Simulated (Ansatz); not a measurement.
Ansatz (a program for electronic structure) input:

Ansatz 0.2 input:
```yaml
crystal:
  periodic: [false, false, false]
  atoms:
    - {symbol: B, position_ang: [-0.50431629, 0.03250353, 0.00283475]}
    - {symbol: Cl, position_ang: [-1.46871698, -1.41849179, 0.02981416]}
    - {symbol: Cl, position_ang: [-1.27472396, 1.59530845, -0.01439335]}
    - {symbol: Br, position_ang: [1.40457364, -0.09052574, -0.00789508]}
basis:
  gaussian:
    orbitals: def2-TZVPD
hamiltonian:
  xc: {name: SVWN5}
magnetization: {spin_polarized: true, initial_magnetization: 2}
```

### Question
What final total energy does it print?

### Answer
-3512.61429 Eh (SVWN5/def2-TZVPD). The basis has 186 functions.

This state (charge 0, triplet) is run at the relaxed geometry of the species with charge 0 and multiplicity 1, and is a spin state other than that species' own.
